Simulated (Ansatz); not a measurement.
Method: frozen-core CCSD(T)/cc-pVTZ // PBE0-D3(BJ)/def2-SVP run with Ansatz (a first-principles code).

Ansatz 0.2 input:
```yaml
crystal:
  periodic: [false, false, false]
  atoms:
    - { symbol: Ga, position_ang: [-0.056365, -0.182443, -0.125861] }
    - { symbol: H, position_ang: [-1.472971, 0.221241, -0.688147] }
    - { symbol: H, position_ang: [-0.000822, -1.133466, 1.1412] }
    - { symbol: H, position_ang: [1.214413, -0.12186, -1.062621] }
    - { symbol: C, position_ang: [-0.358639, 1.960994, 2.075623] }
    - { symbol: O, position_ang: [0.375988, 1.645424, 0.90304] }
    - { symbol: H, position_ang: [-0.148812, 1.249547, 2.890203] }
    - { symbol: H, position_ang: [-1.421391, 1.892716, 1.81132] }
    - { symbol: H, position_ang: [-0.138224, 2.988186, 2.40318] }
    - { symbol: H, position_ang: [1.324014, 1.727725, 1.062559] }
basis:
  gaussian: { orbitals: cc-pVTZ }
correlation:
  method: ccsd_t
```

Output:

```
Functional definition: HF
1159 factors; integrals over basis functions are off by at most 1.2e-3 eV
mean field evaluation 1: about -55512.3971 eV, gradient 2.7e1 eV
mean field evaluation 2: about -55512.4923 eV, gradient 2.7e1 eV
mean field evaluation 4: about -55514.2229 eV, gradient 3.6e0 eV
mean field evaluation 8: about -55514.2544 eV, gradient 1.4e-1 eV
mean field evaluation 16: about -55514.1529 eV, gradient 4.9e-1 eV
mean field -55514.25448768 eV, -2040.1112235090 hartree, gradient 7.8e-6 eV, S^2 0.000000; 0 other end points of the search recorded, 0 dependent functions left out
11 core orbitals not correlated
reference -55514.25448768 eV, -2040.1112235090 hartree; 15, 15 occupied and 175, 175 virtual orbitals, 1159 factors
second order -16.75302176 eV of doubles, -0.00000000 eV of singles
cycle   1  -17.11353318 eV  change   -3.6e-1 eV  update   9.7e-2
cycle   2  -17.65738209 eV  change   -5.4e-1 eV  update   2.8e-2
cycle   3  -17.74725984 eV  change   -9.0e-2 eV  update   1.3e-2
cycle   4  -17.74011287 eV  change    7.1e-3 eV  update   2.7e-3
cycle   5  -17.74087491 eV  change   -7.6e-4 eV  update   1.0e-3
cycle   6  -17.74087998 eV  change   -5.1e-6 eV  update   2.6e-4
cycle   7  -17.74071036 eV  change    1.7e-4 eV  update   9.9e-5
cycle   8  -17.74070390 eV  change    6.5e-6 eV  update   3.4e-5
perturbative correction -0.64701139 eV, -0.0237772302 hartree
Total energy: -55532.64220297 eV, -2040.7869595825 hartree
```

Cost: very roughly 4 core-minutes.
